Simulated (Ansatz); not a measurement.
Job for Ansatz (a program for electronic structure): R-CCSD(T)/def2-TZVPP on BrH2NSi (SMILES N[Si]Br), a point of a torsion scan. The run froze 20 orbitals, filled d shells among them.

Ansatz 0.2 input:
```yaml
crystal:
  periodic: [false, false, false]
  atoms:
    - {symbol: N, position_ang: [-0.80778484, -0.07726185, -0.15282939]}
    - {symbol: Si, position_ang: [0.68647528, -0.77561493, -0.65267538]}
    - {symbol: Br, position_ang: [1.96832559, -0.68750245, 1.28085263]}
    - {symbol: H, position_ang: [-0.94486517, 0.91840764, -0.24499792]}
    - {symbol: H, position_ang: [-1.21393777, -0.37654661, 0.72703091]}
basis:
  gaussian:
    orbitals: def2-TZVPP
magnetization: {spin_polarized: false}
correlation: {method: ccsd_t, electrons: outside_noble_gas}
scf: {lower_state_search: off}
```

Predict the final total energy.

-2917.5586 hartree (reference determinant -2917.0318, T1 diagnostic 0.014).

How many basis functions does it have, and what does it roughly cost on one machine?

149 functions; around 20 core-seconds (rough).
